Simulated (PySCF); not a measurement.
Species: C4H7O2S (doublet state).
Geometry (GFN2-xTB, Å), atoms numbered from 1 in this order:
```
atom  x, y, z in Å
C1     2.7063   -0.0635   -0.4746
C2     1.4259   -0.4754   -0.2220
C3     0.5080    0.2143    0.5312
S4    -1.1227   -0.4431    0.7412
C5    -2.1217    0.5659   -0.3977
O6    -1.5634   -0.1707    2.0830
O7    -1.1459   -1.8028    0.2742
H8     3.3758   -0.6553   -1.0708
H9     3.0783    0.8660   -0.0800
H10    1.0769   -1.4157   -0.6296
H11    0.7133    1.1377    1.0408
H12   -2.0620    1.5978   -0.0783
H13   -3.1429    0.2101   -0.3432
H14   -1.7265    0.4342   -1.3963
```

The hyperfine couplings belong to this conformer and change with its torsions.

The species is `S(=O)(=O)(/C=C/[CH2])C` [radical].

Method used: UKS B3LYP, pcH-1 on C H O S, non-relativistic, mean-field spin-orbit, GIAO in PySCF. One conformer (not necessarily the lowest) at the GFN2-xTB geometry, without solvent, vibrations or thermal averaging. The geometry wasn't refined by DFT: couplings that depend on bond lengths, twists or pyramidal angles can differ widely from those at the functional's own minimum. No stability test was run, so a lower SCF solution isn't excluded. ⟨S²⟩ is 0.775 where a pure state has 0.75.

Question: What is the g tensor, term by term?

Answer: 
| Δg (ppm) | 1 | 2 | 3 |
| --- | --- | --- | --- |
| relativistic mass correction | -142 | -142 | -142 |
| gauge correction | 13 | 25 | 34 |
| orbital Zeeman/spin–orbit | -77 | 95 | 605 |
| total | -206 | -22 | 498 |

So g = 2.00211, 2.00230, 2.00282 and g_iso = 2.00241; the tensor is rhombic: the two nearest values differ by 26 % of g3 − g1. Axes: g3 points within 8° of the C3–S4 bond.

Question: What effective moment and Curie constant follow for a powder?

Answer: With the mean of g² = 4.0096 and S(S+1) = 0.75: μ_eff = √(⟨g²⟩S(S+1)) = 1.734 μB and χT = 0.12505·⟨g²⟩·S(S+1) = 0.376 cm³ K/mol (cgs; spin-Hamiltonian part alone).

Question: At 9.365 GHz, how far is the centre of the isotropic spectrum from where a free electron (g = 2.002319) resonates?

Answer: B = hν/(g μB) with μB/h = 13.99624 MHz/mT gives 334.17 mT for the free electron and 334.15 mT at g_iso, 0.02 mT lower.

Question: In a frozen sample, at which fields do the three g values resonate at 9.5, 34, 94 and 263 GHz (hyperfine left aside), and which band first spreads them over more than twice a line width of 0.5 mT?

Answer: 
```
band    GHz  B(g3) mT  B(g2) mT  B(g1) mT  spread mT
   X    9.5    338.90    338.99    339.02       0.12
   Q   34.0   1212.90   1213.22   1213.33       0.43
   W   94.0   3353.32   3354.19   3354.50       1.18
   J  263.0   9382.16   9384.60   9385.46       3.30
```

The spread grows in proportion to the frequency. W band is the first where it exceeds 1.0 mT.

The Mulliken spin populations are largest on C1 (+0.68), C3 (+0.62) and C2 (-0.25). The angles at C1 add up to 360.0°, so it is planar; its axial dipolar tensor and the negative couplings of its protons fit spin in a p orbital normal to that plane.

The HOMO–LUMO gaps are 6.38 eV among the α and 4.49 eV among the β orbitals.

On an Arm Neoverse V1 with one thread, no GPU, on a shared host, this took 66 s wall (grids of density and orbitals included) and 0.92 GiB of memory at its peak.
